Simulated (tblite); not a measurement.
C5H11BO2Si.
Atom-mapped SMILES: `[CH3:1][B:2]([CH3:3])[Si:4]1([C:5](=[O:6])[OH:7])[CH2:8][CH2:9]1` (hydrogens: H10, H11, H12 on C1; H13, H14, H15 on C3; H16 on O7; H17, H18 on C8; H19, H20 on C9)

Geometry (GFN2-xTB, Å), atoms numbered from 1 in this order:
```
atom  x, y, z in Å
C1     1.9908    1.6803    0.1299
B2     1.3364    0.2562    0.2715
C3     2.2333   -0.9674    0.7127
Si4   -0.5338   -0.0118   -0.1170
C5    -1.6547    1.4526   -0.6103
O6    -1.2657    2.5954   -0.7019
O7    -2.9309    1.1243   -0.8502
C8    -1.3131   -1.6249   -0.8032
C9    -1.6422   -1.3809    0.6445
H10    2.6422    1.9269    0.9679
H11    1.2741    2.4882    0.0061
H12    2.6356    1.6914   -0.7512
H13    3.2743   -0.7131    0.8994
H14    2.2176   -1.7543   -0.0415
H15    1.8430   -1.4302    1.6192
H16   -3.4464    1.9125   -1.0935
H17   -2.1349   -1.5579   -1.4996
H18   -0.6594   -2.4581   -1.0134
H19   -2.6742   -1.1597    0.8703
H20   -1.1972   -2.0589    1.3573
```

All values are computed: GFN2-xTB (tblite) harmonic vibrations without scaling, gas phase. Against measured fundamentals such values can be off by several per cent, at times by over 20. One conformer, not necessarily the lowest. The optimisation stopped once no atom felt more than 0.01 eV/Å.

Lowest wavenumbers of the output (negative numbers stand for imaginary wavenumbers):
```
mode    cm-1
  1     -50.3
  2      37.7
  3      47.3
  4      56.7
  5      72.3
  6      98.1
  7     120.0
  8     156.0
  9     232.9
 10     239.7
 11     296.4
 12     329.6
 13     410.8
 14     458.8
 15     547.8
```

Task: Is this structure a minimum?

Result: Not by this Hessian. 1 mode is imaginary beyond 20i (50i cm⁻¹), so at this level the point lies at or near a first-order saddle. The curvature is small, so loose convergence or finite differences may be the whole cause.

Task: Which atoms move in the imaginary mode?

Result: 50i: H14 (methyl hydrogen) 27 %, H15 (methyl hydrogen) 27 %, H12 (methyl hydrogen) 12 %, H10 (methyl hydrogen) 10 %. These are shares of the mass-weighted motion.

Task: What is the remedy?

Result: Step along that mode in both directions, optimise again with tighter thresholds and repeat the frequencies. The zero-point energy of this point (96.3 kcal/mol) counts the 53 real modes alone, and thermal corrections from it aren't those of a minimum.

Hardware: one thread of an Arm Neoverse N1, shared host. Cost: 1.6 s of wall time. The figure is for the frequency step alone.
